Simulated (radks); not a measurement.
Results of a calculation; reference values are marked as such.
Task: The antimony ion Sb2+, 49 electrons, occupied as [Kr] 4d10 5s2 5p1. Level of theory: Dirac Kohn-Sham, PBEsol, spin-unpolarised, spherical densities, point nucleus; open shells are shared between the two j in proportion to 2j + 1; speed of light set to 116.481 atomic units (0.85 times the physical value, a model run) (a radial shooting solver on a logarithmic mesh with Libxc functionals). Some entries of the table are withheld. Estimate them.

| orbital | occ. | eigenvalue (hartree) | <r^2> (bohr^2) | r(max) (bohr) |
|---|---|---|---|---|
| 1s1/2 | 2 | (1) | 0.001057 | 0.01778 |
| 2s1/2 | 2 | -174.2279 | 0.01699 | 0.1017 |
| 2p1/2 | 2 | -162.9518 | 0.01253 | 0.07757 |
| 2p3/2 | 4 | -149.6916 | 0.01433 | 0.08406 |
| 3s1/2 | 2 | -34.74129 | 0.1210 | 0.2952 |
| 3p1/2 | 2 | -30.16404 | 0.1158 | 0.2815 |
| 3p3/2 | 4 | -27.70979 | 0.1275 | 0.2962 |
| 3d3/2 | 4 | -19.79210 | (2) | 0.2416 |
| 3d5/2 | 6 | -19.30169 | (3) | 0.2458 |
| 4s1/2 | 2 | -6.31365 | 0.6862 | 0.7120 |
| 4p1/2 | 2 | (4) | 0.7665 | 0.7345 |
| 4p3/2 | 4 | (5) | 0.8454 | 0.7692 |
| 4d3/2 | 4 | -1.91817 | 1.224 | 0.8414 |
| 4d5/2 | 6 | -1.85476 | 1.268 | 0.8543 |
| 5s1/2 | 2 | -1.10397 | (6) | (7) |
| 5p1/2 | 0.333333 | -0.77287 | 6.503 | 2.081 |
| 5p3/2 | 0.666667 | -0.72583 | 7.143 | 2.188 |

Result: 
(1) 1s1/2 eigenvalue (hartree): -1130.514
(2) 3d3/2 <r^2> (bohr^2): 0.1088
(3) 3d5/2 <r^2> (bohr^2): 0.1122
(4) 4p1/2 eigenvalue (hartree): -4.76561
(5) 4p3/2 eigenvalue (hartree): -4.30912
(6) 5s1/2 <r^2> (bohr^2): 4.746
(7) 5s1/2 r(max) (bohr): 1.814
